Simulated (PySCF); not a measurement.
## A small calculation by hand: dipole moment from atomic charges

disiloxane (H6OSi2), SMILES [SiH3]O[SiH3]. Atoms are numbered in the order given.

```xyz
9

Si     0.0000    -0.0645     1.6001
O      0.0003     0.3690     0.0000
Si     0.0000    -0.0645    -1.6001
H     -0.0334     1.1726     2.4254
H     -1.1970    -0.9003     1.9100
H      1.2296    -0.8450     1.9255
H      1.2296    -0.8450    -1.9255
H     -0.0334     1.1726    -2.4254
H     -1.1970    -0.9003    -1.9100
```
Charge 0, spin multiplicity 1.

Geometry: B3LYP-D3(BJ)/def2-SVP.

Charges (e) from M06-2X/def2-TZVPD in PySCF:

```tsv
atom	ESP fit	IAO
Si1	0.331	0.921
O2	-0.287	-0.914
Si3	0.331	0.921
H4	-0.062	-0.147
H5	-0.063	-0.158
H6	-0.063	-0.158
H7	-0.063	-0.158
H8	-0.062	-0.147
H9	-0.063	-0.158
```

The dipole moment of the full density is 0.33 D.

Problem. What dipole moment does each set of point charges give, and which comes closer to that of the density?

Solution. 
μ = Σ q r, and 1 e Å = 4.8032 D.
ESP fit: Σ q r = (0.000, -0.074, 0.000) e Å, |μ| = 0.36 D.
IAO: Σ q r = (-0.001, -0.249, 0.000) e Å, |μ| = 1.20 D.
ESP fit comes closer in size. Point charges leave out the atoms' own dipoles (lone pairs, polarised bonds); fits to the potential absorb them, partitions of the density don't.
